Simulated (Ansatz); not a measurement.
Geometry optimisation, Ansatz, RKS revPBE-D4/def2-SVP.

input.yaml

```yaml
crystal:
  periodic: [false, false, false]
  atoms:
    - { symbol: B, position_ang: [0.010264, -0.434308, 0.113221] }
    - { symbol: O, position_ang: [-0.225257, -0.547994, 1.477759] }
    - { symbol: H, position_ang: [-1.185262, -0.56975, 1.658605] }
    - { symbol: H, position_ang: [1.14873, -0.488211, -0.294664] }
    - { symbol: F, position_ang: [-1.035477, -0.41212, -0.737252] }
    - { symbol: "N", position_ang: [0.153969, 2.228446, 0.754122] }
    - { symbol: H, position_ang: [1.03035, 2.747559, 0.8958] }
    - { symbol: H, position_ang: [-0.599563, 2.927783, 0.754152] }
    - { symbol: H, position_ang: [0.029346, 1.651995, 1.615257] }
basis:
  gaussian: { orbitals: def2-SVP }
hamiltonian:
  xc: revpbe
  dispersion: d4
relax:
  f_tol: 0.03
  max_steps: 50
output:
  orbitals: {}
```

Command:

```bash
$ ansatz run input.yaml --threads 1 --pin off --max-ram 2048MiB --backend cpu --events-out ev --progress --plain --runs-dir out
```

Question: Where does it end, and by what steps?

Answer: The forces met the threshold. The force dipped under the threshold on the way, but the program's further checks kept it going. After 19 steps the energy has fallen by 0.384 eV; H7 moved furthest, 1.00 Å. Joined: B1–N6 (2.74 → 1.76 Å).

```tsv
step	energy less start (eV)	largest force component (eV/Å)	accepted
0	0.0000	0.635	yes
1	-0.0315	0.914	yes
2	-0.1207	1.096	yes
3	-0.1997	1.410	yes
4	-0.2896	0.936	yes
5	-0.2786	1.207	no
6	-0.3416	0.209	yes
7	-0.3561	0.223	yes
8	-0.3619	0.158	yes
9	-0.3658	0.144	yes
10	-0.3695	0.283	yes
11	-0.3741	0.209	yes
12	-0.3780	0.226	yes
13	-0.3674	0.495	no
14	-0.3814	0.102	yes
15	-0.3829	0.014	yes
16	-0.3826	0.140	no
17	-0.3834	0.011	yes
18	-0.3834	0.046	yes
19	-0.3835	0.027	yes
```

```xyz
9
Properties=species:S:1:pos:R:3
B 0.081 0.102 0.380
O -0.494 -0.559 1.499
H -1.443 -0.699 1.331
H 1.279 -0.142 0.198
F -0.719 0.146 -0.773
N 0.144 1.800 0.824
H 0.573 2.374 0.083
H -0.799 2.173 1.014
H 0.704 1.909 1.680
```

Whether the end is a true minimum wasn't checked by a vibrational analysis.

Time of the run: 26 s on 1 thread of Intel(R) Xeon(R) 6975P-C (Granite Rapids) (shared host), peak memory 0.16 GiB.
